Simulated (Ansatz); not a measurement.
Frontier orbitals of C2H4OSi (`C#C[SiH2]O`).

Cartesian coordinates in Å:
```
C 0.2922 -2.0390 -0.6528
C 0.2952 -0.8999 -0.2548
Si 0.2903 0.8335 0.3264
O -1.2258 1.3272 0.7168
H 0.2928 -3.0470 -1.0004
H 0.8802 1.6577 -0.7587
H 1.0899 0.9487 1.5635
H -1.9148 1.2189 0.0600
```

Charge 0, multiplicity 1. The geometry is a stationary point of PBE0-D4/def2-TZVP. It is one conformer, not always the lowest. Basis def2-TZVPP, Ansatz.

```
functional  HOMO (eV)  LUMO (eV)  gap (eV)
       PBE      -7.05      -1.50      5.55
      PBE0      -8.30      -0.58      7.72
   r2SCANh      -7.78      -0.88      6.90
     BHLYP      -9.38       0.38      9.76
   ωB97M-V     -10.54       1.30     11.84
        HF     -11.05       2.75     13.80
```

From PBE to PBE0 the HOMO moves by −1.24 eV and the LUMO by +0.92 eV, and with ωB97M-V by −3.49 and +2.81 eV, so the gap grows from 5.55 to 11.84 eV with exact exchange. A positive LUMO is unbound and depends on the basis.
